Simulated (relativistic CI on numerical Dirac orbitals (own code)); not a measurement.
Co²⁺ in a cubic cluster: L2,3 absorption with charge transfer

Computed with a charge-transfer multiplet model of a cubic metal-ligand cluster with up to 3 ligand holes, Slater and spin-orbit integrals from Dirac-Coulomb-Breit ions, Slater integrals scaled by 0.9. The ground state mixes d7 with configurations of k ligand holes L, whose averages lie at kΔ + k(k − 1)U_dd/2; a core hole lowers each added d electron by U_cd. 300 K, Lorentzian 0.4 eV and Gaussian 0.3 eV FWHM.

Atomic integrals in eV (Slater integrals scaled, ζ unscaled), ground: F2dd 10.387, F4dd 6.447, zeta_d 0.063; with the core hole: F2dd 11.102, F4dd 6.898, zeta_d 0.084, zeta_core 9.670, F2cd 6.560, G1cd 4.914, G3cd 2.793.

Cluster parameters (eV): U_dd = 5.7, U_cd = 6.6, 10Dq = 1.35, 10Dq(ligand) = 1.5, V(eg) = 2.7, V(t2g) = -1.38, final-state hopping factor = 1.

Weights, n_d and S are thermal averages at 300 K. Photon energies count from the first peak over 30 % of the highest in each spectrum, which can be another peak from case to case. The parameters are a model scan and need not match a compound or its usual spin state. Peaks in eV (height, largest 100): 0.0 (67), 0.9 (28), 2.4 (100), 3.7 (100), 5.0 (20), 15.8 (5), 17.2 (23), 18.1 (24), 18.9 (24), 20.0 (10).

(1) Which parameters give this spectrum?
A. Δ = 6.3 eV
B. Δ = 4.3 eV
C. Δ = 2.3 eV
D. Δ = 5.3 eV
E. Δ = 3.3 eV

Answers

(1) A. Δ = 6.3 eV; the ground state then has 7.19 d electrons and S = 1.46. The choice follows from running the model for each set and comparing peak positions and heights.
